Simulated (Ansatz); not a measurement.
## Energy profile

The step: BNH₄O₂ ([NH2][B]([OH])[OH]) + H₂ → BH₃O₂ ([OH][BH][OH]) + NH₃ (still joined by a long B–N bond); bonds formed: B1–H6, N2–H5; bonds broken: H5–H6; bonds weakened to dative contacts: B1–N2 (atoms numbered as in the saddle structure below).

| atom | x (Å) | y (Å) | z (Å) |
| --- | --- | --- | --- |
| B1 | -0.3353 | 0.0434 | -0.1309 |
| N2 | 1.2244 | -0.1073 | 0.0026 |
| O3 | -0.7636 | -0.4455 | -1.3545 |
| O4 | -0.9388 | 1.1994 | 0.3750 |
| H5 | 0.5007 | -0.8678 | 0.7619 |
| H6 | -0.5325 | -1.0131 | 0.9201 |
| H7 | 1.6864 | -0.5043 | -0.8040 |
| H8 | 1.7298 | 0.6769 | 0.3893 |
| H9 | -1.6992 | -0.2786 | -1.4844 |
| H10 | -0.8719 | 1.2971 | 1.3248 |

Electronic energies by CCSD(T) at an estimated basis limit (MP2 extrapolated from triple and quadruple zeta, plus CCSD(T) − MP2 in triple zeta), on PBE0-D4/def2-TZVP structures; BNH6O2, closed shell; no counterpoise correction. Ansatz 0.2.0; basis: def2-TZVPP and def2-QZVPP; cores frozen in the correlated methods. Extrapolation: Hartree–Fock as exp(−7.88 √X), correlation as X^−2.97.

Give the profile in eV, counted from the separated reactants. (Judge from chemistry; the value comes from the calculation.)

By the calculation:
```tsv
point	eV
separated: BNH4O2 (linked as [NH2][B]([OH])[OH]; B1, N2, O3, O4, H7, H8, H9, H10; singlet) + H2 (H5, H6; singlet)	0.000
start structure	-0.033
saddle	2.291
end structure	0.545
separated: BH3O2 (linked as [OH][BH][OH]; B1, O3, O4, H6, H9, H10; singlet) + NH3 (N2, H5, H7, H8; singlet)	0.665
```

The T1 diagnostic stays at or below 0.013.

For scale, one of the runs: CCSD(T)/def2-TZVPP, 208 basis functions, launched by `ansatz run in.yaml --threads 4 --pin off --events-out ev --progress --plain --max-ram 9574MiB`. Time: 39 s of wall clock on 4 CPU threads of an Arm Neoverse V2; the host was shared. Peak host memory: 3.1 GiB.
